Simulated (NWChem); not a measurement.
Molecule: C₃H₃BF₂; SMILES FB(C#CC)F

```xyz
9

C     -2.9505    -0.1523    -0.5037
C     -1.5241    -0.0778    -0.2587
C     -0.3243    -0.0173    -0.0563
B      1.1709     0.0607     0.1999
F      1.8218     1.2072     0.1429
F      1.8785    -1.0146     0.4905
H     -3.4452    -0.7908     0.2446
H     -3.1460    -0.5865    -1.4967
H     -3.4148     0.8452    -0.4697
```
Atoms are numbered in this order, from 1.

Level: PBE0/def2-SVP (NWChem), optimised geometry, unscaled harmonic frequencies. 

Q: List the harmonic frequencies with IR intensities, and the thermochemistry.

A: 
```json
[
 {"frequency (cm⁻¹)": "19", "IR intensity (km/mol)": "0.1"},
 {"frequency (cm⁻¹)": "107", "IR intensity (km/mol)": "1.3"},
 {"frequency (cm⁻¹)": "137", "IR intensity (km/mol)": "1.3"},
 {"frequency (cm⁻¹)": "325", "IR intensity (km/mol)": "6.0"},
 {"frequency (cm⁻¹)": "406", "IR intensity (km/mol)": "6.4"},
 {"frequency (cm⁻¹)": "408", "IR intensity (km/mol)": "8.3"},
 {"frequency (cm⁻¹)": "529", "IR intensity (km/mol)": "2.4"},
 {"frequency (cm⁻¹)": "667", "IR intensity (km/mol)": "19.3"},
 {"frequency (cm⁻¹)": "676", "IR intensity (km/mol)": "65.9"},
 {"frequency (cm⁻¹)": "1022", "IR intensity (km/mol)": "6.8"},
 {"frequency (cm⁻¹)": "1029", "IR intensity (km/mol)": "5.4"},
 {"frequency (cm⁻¹)": "1051", "IR intensity (km/mol)": "44.6"},
 {"frequency (cm⁻¹)": "1365", "IR intensity (km/mol)": "386.6"},
 {"frequency (cm⁻¹)": "1392", "IR intensity (km/mol)": "180.2"},
 {"frequency (cm⁻¹)": "1427", "IR intensity (km/mol)": "324.7"},
 {"frequency (cm⁻¹)": "1434", "IR intensity (km/mol)": "25.1"},
 {"frequency (cm⁻¹)": "1438", "IR intensity (km/mol)": "11.4"},
 {"frequency (cm⁻¹)": "2343", "IR intensity (km/mol)": "250.5"},
 {"frequency (cm⁻¹)": "3057", "IR intensity (km/mol)": "4.5"},
 {"frequency (cm⁻¹)": "3152", "IR intensity (km/mol)": "0.4"},
 {"frequency (cm⁻¹)": "3155", "IR intensity (km/mol)": "0.6"}
]
```

| Property | Result |
|---|---|
| zero-point energy | 35.9 kcal/mol |
| thermal correction to the enthalpy at 298.15 K (with zero-point energy) | 40.7 kcal/mol |
| heat capacity Cv | 20.8 cal/(mol K) |
| entropy at 298.15 K and 1 atm (symmetry number 1) | 84.1 cal/(mol K) |
| dipole moment | 3.15 D |

Rigid rotor and harmonic oscillator; modes under 100 cm⁻¹ make the entropy uncertain.
